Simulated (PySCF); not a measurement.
B(H)3 cation (BH₃), SMILES B (connectivity only; charge and spin as stated), charge +1, multiplicity 2. Atoms are numbered in the order given.

```xyz
4

B      0.0000     0.0000    -0.1173
H      0.0000    -0.7164     0.9381
H      0.0000     0.0000    -1.2899
H      0.0000     0.7164     0.9381
```
Charge +1, spin multiplicity 2.

Geometry: r2SCAN-D4/def2-TZVPD. The multiplicity is an assumed one; other spin states were not compared. The isomer is the one that the SMILES or the coordinates give; other isomers of the formula were not compared.

Computed with M06-2X/def2-TZVPD in PySCF.

Mulliken values depend strongly on the basis, most of all with diffuse functions as here. ESP charges are fitted to the potential on shells at 1.4 to 2.0 van der Waals radii. Atomic charges (e):

```tsv
atom	meta-Löwdin	ESP fit	Mulliken	Mulliken spin
B1	0.32	0.43	0.12	0.51
H2	0.26	0.23	0.33	0.25
H3	0.15	0.12	0.22	0.00
H4	0.26	0.23	0.33	0.25
```
